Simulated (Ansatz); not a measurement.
Consider the formal exchange of groups at the In–Cl bond: `[CH3][InH][Cl]` + `C/C(Cl)=C/CO` → `[CH3][InH][CH2]O` + `C/C(Cl)=C\Cl`.

Calculated with Ansatz (gas phase, PBE0-D4/def2-TZVP geometries, no zero-point term in ΔE). CBS: MP2 limit from def2 TZ/QZ plus the TZ coupled-cluster correction, frozen cores. Double bonds are as drawn, so ΔE can hold a change between cis and trans. Elements past krypton have def2 core potentials. For In outer-core shells are correlated without core-valence functions, which leaves a few kJ/mol of doubt a bond. Each species was taken in one conformer, which may not be the lowest.

| species | MP2/CBS(def2) energy (Eh) |
| --- | --- |
| `[CH3][InH][Cl]` | -690.03916 |
| `C/C(Cl)=C/CO` | -691.25469 |
| `[CH3][InH][CH2]O` | -345.20047 |
| `C/C(Cl)=C\Cl` | -1036.00821 |

Problem. Work out ΔE.

Solution. ΔE = (-345.20047) + (-1036.00821) − (-690.03916) − (-691.25469) = 0.08517 Eh = +223.6 kJ/mol. CCSD(T)/CBS gives +222.3 kJ/mol.

Largest T1 diagnostic among the species: 0.012.

In def2-TZVPP, CCSD(T) changes the Hartree–Fock value by −35.4 kJ/mol (the triples alone add −4.7 kJ/mol) and MP2 by −34.1 kJ/mol. From PBE to PBE0 (25 % exact exchange), in def2-TZVPP and without D4, ΔE moves by +12.3 kJ/mol.
